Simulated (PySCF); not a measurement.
C₅H₇BBrF.
SMILES: `C=CCC(=C)B(F)Br`

Level of theory: TDDFT CAM-B3LYP/def2-SVPD, vertical, gas phase, core orbitals frozen in the response (PySCF 2.14.0, density-fitted response routines). Geometry: GFN2-xTB, one conformer, isolated molecule. Relativistic effects, spin–orbit coupling among them, are left out although an element past zinc is present. Torsions of this conformer, `[CH2:1]=[CH:2][CH2:3][C:4](=[CH2:5])[B:6]([F:7])[Br:8]`: C1–C2–C3–C4 -110°, C2–C3–C4–C5 102°, C3–C4–B6–F7 175°.

Question: List the vertical singlet excitations with oscillator strengths and describe the spectrum.

Answer: 

```csv
state,E (eV),ν̃ (cm⁻¹),f,"main configurations (H = HOMO, L = LUMO)"
S1,5.37,43350,0.037,H→L (90%)
S2,5.73,46190,0.093,"H-2→L (49%), H-1→L (38%)"
S3,5.96,48050,0.199,"H-1→L (55%), H-2→L (40%)"
S4,6.34,51150,0.0033,H-4→L (87%)
S5,6.78,54720,0.034,H-3→L (92%)
S6,7.30,58860,0.098,"H→L+1 (54%), H→L+2 (10%)"
S7,7.38,59540,0.040,"H-5→L (36%), H→L+2 (14%), H-7→L (8%)"
S8,7.46,60210,0.222,"H→L+2 (44%), H-5→L (24%), H→L+3 (13%)"
```

Triplets, Tamm–Dancoff:

```
state  E (eV)  λ (nm)  main configurations (H = HOMO, L = LUMO)
   T1    3.57   346.9                    H-1→L (60%), H→L (26%)
   T2    4.42   280.4       H→L+2 (50%), H→L+3 (11%), H→L (11%)
   T3    5.32   233.3       H-2→L (27%), H-4→L (26%), H→L (22%)
```

The lowest singlet lies at 5.37 eV (231 nm, ultraviolet) and is of moderate strength; its leading configuration is HOMO→LUMO (90%). The most intense listed level is S8 at 7.46 eV (166 nm, f = 0.222), 2.09 eV above S1. It is the last of those listed, so stronger ones may follow. Löwdin shares by element: HOMO carbon 82% or more (atoms not listed hold the other 18%); LUMO carbon 43% or more, boron 24%, bromine 12% (atoms not listed hold the other 21%). The listed states span 2.09 eV, and the widest gap between neighbours is 0.51 eV (S5 to S6). Weighted by f, the mean energy of these states is 6.66 eV. Orbital energies (eV): HOMO-3 -10.56, HOMO-2 -10.03, HOMO-1 -9.49, HOMO -8.91, LUMO -0.80, LUMO+1 0.85, LUMO+2 1.31. No computed singlet lies in the visible range (380 to 750 nm); the lowest, at 231 nm, stands 2.11 eV above its violet end (3.26 eV). Singlets were solved by full linear response, triplets in the Tamm–Dancoff approximation.

Time: 2.1 min; peak memory 1.1 GiB. Hardware: one thread, Arm Neoverse N1 (aarch64), shared host.
